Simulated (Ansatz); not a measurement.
`F[SiH2][SiH](F)F` + H₂ → `F[SiH](F)[SiH3]` + H–F at 400 K and 1 bar (hydrogenolysis of the Si–F bond).

Gas-phase electronic energies from Ansatz, PBE0-D4/def2-TZVP geometries. CCSD(T)/CBS is the MP2 limit (def2-TZVPP, def2-QZVPP) plus CCSD(T) − MP2 in def2-TZVPP, frozen cores. This one scheme is used for every species. Each species was taken in one conformer, which may not be the lowest.

```csv
species,CCSD(T)/CBS energy (Eh),H − E (kJ/mol),S (J/(mol·K))
`F[SiH2][SiH](F)F`,-879.52477,124.1,387.3
H₂,-1.17544,38.0,139.0
`F[SiH](F)[SiH3]`,-780.26920,133.4,362.8
H–F,-100.39570,36.5,182.2
```

H − E and S are ideal-gas, rigid-rotor, harmonic terms from PBE0-D4/def2-TZVP, for one conformer and one mirror image of each species. The MP2-based limit puts H₂ 0.8 mEh under its directly extrapolated value; such offsets cancel only in part. 1 Eh = 2625.50 kJ/mol, R = 8.31446 J/(mol·K).

Task: By hand: ΔE, ΔH, ΔS and ΔG.

Result: ΔE = (-780.26920) + (-100.39570) − (-879.52477) − (-1.17544) = 0.03531 Eh = 92.7 kJ/mol. Δ(H − E) = 133.4 + 36.5 − 124.1 − 38.0 = 7.8, so ΔH = 100.5 kJ/mol. ΔS = 362.8 + 182.2 − 387.3 − 139.0 = 18.7 J/(mol·K). ΔG = 100.5 − 400 × (18.7)/1000 = 93.0 kJ/mol.

Task: By hand: the equilibrium constant, and the temperature at which ΔG would vanish if ΔH and ΔS stayed fixed.

Result: log₁₀ K = −ΔG/(RT ln 10) = -12.1. ΔG = 0 at ΔH/ΔS = 5374 K, far beyond where these terms or the molecules hold.

ΔH outweighs TΔS. A doubt of 5 kJ/mol in ΔE shifts log₁₀ K by 0.7 here. Other conformers and mirror images would add mixing entropy, several J/(mol·K) or more a flexible species. Modes under 60 cm⁻¹, often nearly free rotors, make the harmonic entropy too high. These are equilibria of isolated gas molecules and say nothing of rates. Largest T1 diagnostic: 0.013 (customary marks: 0.02 for closed shells, 0.045 for open ones).
